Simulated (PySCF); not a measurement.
germanium monoxide (GeO), singlet, at a GFN2-xTB geometry.

PySCF was given this input:
```python
from pyscf import gto, scf, dft

mol = gto.Mole()
mol.atom = '''
    Ge   -0.00000000   -0.00000000   -0.31515709
    O     0.00000000    0.00000000    1.26062837
'''
mol.basis = 'pcseg-1'
mol.verbose = 4
mol.build()

mf = dft.RKS(mol)
mf.xc = 'camb3lyp'
mf.kernel()
mf.analyze()
```

What does this run give for the nuclear repulsion energy, HOMO-LUMO gap, total energy, dipole moment, number of basis functions?


```
Item                               Value
-------------------------  -------------
nuclear repulsion energy      85.9694 Eh
HOMO-LUMO gap                    9.13 eV
total energy               -2152.0740 Eh
dipole moment                     3.21 D
number of basis functions             41
```
